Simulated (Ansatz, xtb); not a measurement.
Two structures of Al2H2OSn

Structure I is `[O]1[AlH][Sn][AlH]1`, a singlet and structure II is a singlet given by its coordinates. Both are isolated molecules in the gas phase, relaxed with BLYP-D3(BJ)/def2-SVP.

I (Å):

```xyz
6

Al   -0.8905    1.0192    0.1893
Al   -1.9146   -0.7094    2.1993
O    -0.7196   -0.5762    0.9135
Sn   -3.0315    1.9027    1.8674
H     0.0787    1.4250   -1.0225
H    -1.9926   -2.0712    3.0429
```

II (Å):

```csv
atom,x (Å),y (Å),z (Å)
Al,-1.8043,-0.0797,0.7594
Al,-1.8590,3.3570,0.3384
O,-1.8474,1.6309,0.5316
Sn,-1.1646,-2.3380,1.7314
H,-0.0631,-0.8507,1.1064
H,-1.7767,-0.6957,2.5942
```

Close contacts (Å): Al1–O3 1.73, Al1–Sn4 2.54, Al2–O3 1.74, Al1–H5 1.94, Al1–H6 1.94, Sn4–H5 1.95, Sn4–H6 1.95.

Task: Estimate E(II) − E(I) at the level CCSD(T)/def2-SVP + ΔMP2/def2-TZVPP.

Result: Calculated at CCSD(T)/def2-SVP + ΔMP2/def2-TZVPP: E(II) − E(I) = −30.7 kJ/mol, so structure II lies lower.

The same difference at several levels:

| level | geometry | E(II) − E(I) (kJ/mol) | departure from the last row (kJ/mol) | job, with rough time for the two |
| --- | --- | --- | --- | --- |
| BLYP-D3(BJ)/def2-SVP | BLYP-D3(BJ)/def2-SVP | −34.2 | −3.5 | optimisation, 78 s |
| HF/def2-SVP | BLYP-D3(BJ)/def2-SVP | +9.3 | +40.0 | part of the CCSD(T) run |
| MP2/def2-SVP | BLYP-D3(BJ)/def2-SVP | −17.1 | +13.6 | part of the CCSD(T) run |
| CCSD(T)/def2-SVP | BLYP-D3(BJ)/def2-SVP | −26.6 | +4.1 | single point |
| CCSD(T)/def2-SVP + ΔMP2/def2-TZVPP | BLYP-D3(BJ)/def2-SVP | −30.7 |  | single point, 41 s |

HF/def2-SVP puts the two in the other order. The largest departure from CCSD(T)/def2-SVP + ΔMP2/def2-TZVPP is that of HF/def2-SVP, 40.0 kJ/mol. Levels run at GFN2-xTB geometries aren't shown. The last row adds to CCSD(T) the change of the MP2 difference between the two basis sets, here −4.1 kJ/mol.

With harmonic frequencies from BLYP-D3(BJ)/def2-SVP (ideal gas, rigid rotor, one conformer each, 298.15 K, 1 atm): on the last row, ΔE + ΔZPE = −35.1 kJ/mol. A mode under 50 cm⁻¹ makes harmonic enthalpies and free energies unreliable, so none is given.

The correlated steps freeze 15 core orbitals; the filled d shell of Sn is correlated, in a basis made for valence electrons. Atoms past krypton carry core potentials in the def2 sets and no spin–orbit term is included. Codes used: Ansatz 0.2.0; the last row on 1 thread of Arm Neoverse V1 on a shared host.
